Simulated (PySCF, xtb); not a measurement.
C₅H₈S, SMILES C#C[C@H](C)SC. Other conformers were not sampled.

Harmonic wavenumbers (cm⁻¹) from GFN2-xTB (xtb 6.7.1) at its own minimum, in rising order: 74, 129, 146, 176, 214, 239, 304, 433, 486, 606, 663, 687, 735, 894, 945, 948, 1019, 1077, 1101, 1184, 1267, 1312, 1401, 1448, 1455, 1484, 1494, 2276, 2935, 3020, 3023, 3029, 3037, 3040, 3061, 3396.

Question: What does PBE-D3(BJ)/def2-SVP (PySCF) give at its own minimum? (An estimate is asked for; the answer gives what the named calculation found.)

Answer: 76, 144, 165, 192, 229, 274, 326, 465, 528, 625, 638, 646, 713, 854, 921, 934, 986, 1048, 1071, 1179, 1256, 1277, 1333, 1385, 1404, 1411, 1420, 2155, 2967, 2979, 2980, 3068, 3070, 3088, 3089, 3408. Paired by order, the mean absolute difference is 35 cm⁻¹ and the zero-point energies are 69.7 and 69.1 kcal/mol.
